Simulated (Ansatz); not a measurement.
A structure relaxed at PBE0-D4/def2-TZVP, charge 0, multiplicity 1:

Cartesian coordinates in Å:
```
B -0.8005 -1.9519 -0.0017
Si 0.0768 -0.8572 1.4633
Si 0.9024 0.5099 -0.2236
C -0.0980 1.9879 -0.7513
Cl 0.4647 -1.0618 -1.6350
H -0.5232 -3.1046 -0.1525
H -1.8720 -1.5767 -0.3821
H -0.7991 -0.1263 2.4215
H 1.1950 -1.4826 2.2219
H 2.3539 0.7778 -0.4081
H 0.1707 2.3041 -1.7615
H 0.0947 2.8195 -0.0671
H -1.1655 1.7620 -0.7239
```

Task: Give its formula and SMILES.

Result: CH8BClSi2, `B[SiH2][SiH](C)Cl`.

Task: Point group (tolerance 0.08 Å, 0.16 Å for H)?

Result: C1.

Task: Summarise the bond lengths by kind.

Result: 1 × B–Si 2.028 Å; 2 × B–H 1.195 to 1.197 Å; 1 × Si–Si 2.323 Å; 3 × H–Si 1.487 to 1.490 Å; 1 × C–Si 1.861 Å; 1 × Cl–Si 2.157 Å; 3 × C–H 1.091 to 1.094 Å.

All numbers were calculated with Ansatz.
